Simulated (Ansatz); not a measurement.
Isolated molecules relaxed with PBE0-D4/def2-TZVP in Ansatz; ΔE leaves out vibrations. CBS: MP2 limit from def2 TZ/QZ plus the TZ coupled-cluster correction, frozen cores. This one scheme is used for every species. Functionals use def2-TZVPP. B3LYP here is the variant with VWN-RPA as its local correlation; programs differ in this. def2 core potentials past Kr. For Sn outer-core shells are correlated without core-valence functions, which leaves a few kJ/mol of doubt a bond.

`[AlH2]/[CH]=[CH]/[SnH3]` + H₂ → `C=[CH][AlH2]` + `[SnH4]`  (hydrogenolysis of a C–Sn bond)

```json
{"level": "r2SCAN-D4", "ΔE (kcal/mol)": "-10.1", "difference from CCSD(T)/CBS": "-1.6"}
{"level": "PBE0-D4", "ΔE (kcal/mol)": "-10.7", "difference from CCSD(T)/CBS": "-2.2"}
{"level": "B3LYP-D4", "ΔE (kcal/mol)": "-10.4", "difference from CCSD(T)/CBS": "-1.9"}
{"level": "ωB97X-V", "ΔE (kcal/mol)": "-11.3", "difference from CCSD(T)/CBS": "-2.8"}
{"level": "ωB97M-V", "ΔE (kcal/mol)": "-11.0", "difference from CCSD(T)/CBS": "-2.5"}
{"level": "PBE", "ΔE (kcal/mol)": "-10.8", "difference from CCSD(T)/CBS": "-2.3"}
{"level": "r2SCAN", "ΔE (kcal/mol)": "-10.5", "difference from CCSD(T)/CBS": "-2.0"}
{"level": "PBE0", "ΔE (kcal/mol)": "-12.1", "difference from CCSD(T)/CBS": "-3.6"}
{"level": "B3LYP", "ΔE (kcal/mol)": "-12.9", "difference from CCSD(T)/CBS": "-4.4"}
{"level": "MP2/def2-TZVPP", "ΔE (kcal/mol)": "-7.5", "difference from CCSD(T)/CBS": "1.0"}
{"level": "SCS-MP2/def2-TZVPP", "ΔE (kcal/mol)": "-9.1", "difference from CCSD(T)/CBS": "-0.6"}
{"level": "CCSD(T)/def2-TZVPP", "ΔE (kcal/mol)": "-9.7", "difference from CCSD(T)/CBS": "-1.2"}
{"level": "HF/def2-QZVPP", "ΔE (kcal/mol)": "-16.8", "difference from CCSD(T)/CBS": "-8.3"}
{"level": "MP2/def2-QZVPP", "ΔE (kcal/mol)": "-6.7", "difference from CCSD(T)/CBS": "1.8"}
{"level": "SCS-MP2/def2-QZVPP", "ΔE (kcal/mol)": "-8.5", "difference from CCSD(T)/CBS": "0.0"}
{"level": "CCSD/CBS(def2)", "ΔE (kcal/mol)": "-10.0", "difference from CCSD(T)/CBS": "-1.5"}
{"level": "CCSD(T)/CBS", "ΔE (kcal/mol)": "-8.5", "difference from CCSD(T)/CBS": "0"}
```

Largest T1 diagnostic among the species: 0.013.

The D4 term adds +2.6 kcal/mol with B3LYP and +1.4 kcal/mol with PBE0; it sums over pairs of atoms, weighted by their polarisabilities, and B3LYP, whose exchange is more repulsive, gets the larger term. From PBE to PBE0 (25 % exact exchange), in def2-TZVPP and without D4, ΔE moves by −1.3 kcal/mol. In def2-TZVPP, CCSD(T) changes the Hartree–Fock value by +7.2 kcal/mol (the triples alone add +1.5 kcal/mol) and MP2 by +9.5 kcal/mol.
